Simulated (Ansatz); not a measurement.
`F/C=N\CF` and `F/C=N/[SiH3]` differ in one atom or group (the configuration at the double bond changes too).

Ansatz, PBE0-D4/def2-TZVP geometries, multiplicity 1. Each molecule was computed in one conformer, which needn't be the lowest.

| property | `F/C=N\CF` |
| --- | --- |
| HOMO energy (PBE0/def2-TZVPP) / eV | -8.79 |
| zero-point energy (PBE0-D4/def2-TZVP) / kJ/mol | 143.6 |
| LUMO energy (ωB97M-V/def2-TZVPP) / eV | 2.00 |
| LUMO energy (PBE0/def2-TZVPP) / eV | -0.24 |
| size of the dipole moment (PBE/def2-TZVPP) / D | 1.40 |
| LUMO energy (PBE/def2-TZVPP) / eV | -1.34 |

Question: Give the same properties after the change, and the shifts. (Estimate.)

Answer: Ansatz gave: 
| property | `F/C=N/[SiH3]` | shift |
| --- | --- | --- |
| HOMO energy (PBE0/def2-TZVPP) / eV | -8.25 | 0.54 |
| zero-point energy (PBE0-D4/def2-TZVP) / kJ/mol | 127.3 | -16.3 |
| LUMO energy (ωB97M-V/def2-TZVPP) / eV | 1.63 | -0.37 |
| LUMO energy (PBE0/def2-TZVPP) / eV | -0.64 | -0.40 |
| size of the dipole moment (PBE/def2-TZVPP) / D | 1.79 | 0.39 |
| LUMO energy (PBE/def2-TZVPP) / eV | -1.75 | -0.41 |

With PBE0 the HOMO rises by 0.54 eV and the LUMO falls by 0.40 eV, so the gap narrows by about 0.94 eV. PBE moves the HOMO by 0.37 eV and ωB97M-V by 0.55 eV. Dipoles are sizes alone; their direction can turn.
